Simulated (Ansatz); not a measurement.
Consider the redistribution: `C#C[SiH2][Te]C` + `[NH2][GeH3]` → `C[Te][GeH3]` + `C#C[SiH2]N`.

Program: Ansatz. Geometries: PBE0-D4/def2-TZVP. ΔE: electronic, gas phase. CBS: MP2 limit from def2 TZ/QZ plus the TZ coupled-cluster correction, frozen cores. Functionals use def2-TZVPP. B3LYP here is the variant with VWN-RPA as its local correlation; programs differ in this. def2 core potentials past Kr. For Ge, Te outer-core shells are correlated without core-valence functions, which leaves a few kJ/mol of doubt a bond. Scalar relativity is left out up to krypton. One conformer a species, not always the lowest.

CCSD(T)/CBS gives -56.9 kJ/mol.

**Question.** Another level gave -53.8 kJ/mol. Which?
A. PBE-D4/def2-TZVPP
B. HF/def2-TZVPP
C. B3LYP/def2-TZVPP
D. B3LYP-D4/def2-TZVPP

**Answer.** A. PBE-D4 -53.8, B3LYP-D4 -60.8, HF/def2-TZVPP -68.9, B3LYP -64.8 kJ/mol.

Largest T1 diagnostic among the species: 0.012.

In def2-TZVPP, CCSD(T) changes the Hartree–Fock value by +12.9 kJ/mol (the triples alone add +2.5 kJ/mol) and MP2 by +14.3 kJ/mol. The D4 term adds +4.0 kJ/mol with B3LYP and +2.4 kJ/mol with PBE0; it sums over pairs of atoms, weighted by their polarisabilities, and B3LYP, whose exchange is more repulsive, gets the larger term.
